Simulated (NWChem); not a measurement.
Molecule: GeH3F; SMILES [F][GeH3]

Program: NWChem. Coordinates come from a PBE0/def2-SVP optimisation. Vertical excitations in the gas phase.

Q: Predict the results for PBE0/aug-cc-pVDZ, full TDDFT. Quantities: lowest excitation, singlet (eV); oscillator strength of that lowest state; lowest state with f > 0.02, singlet (eV); oscillator strength of that bright state; orbital gap (eV).

A: 
```
Item                                      Value
----------------------------------------  -----
lowest excitation, singlet (eV)            7.59
oscillator strength of that lowest state  0.000
lowest state with f > 0.02, singlet (eV)   8.45
oscillator strength of that bright state  0.134
orbital gap (eV)                           9.12
```
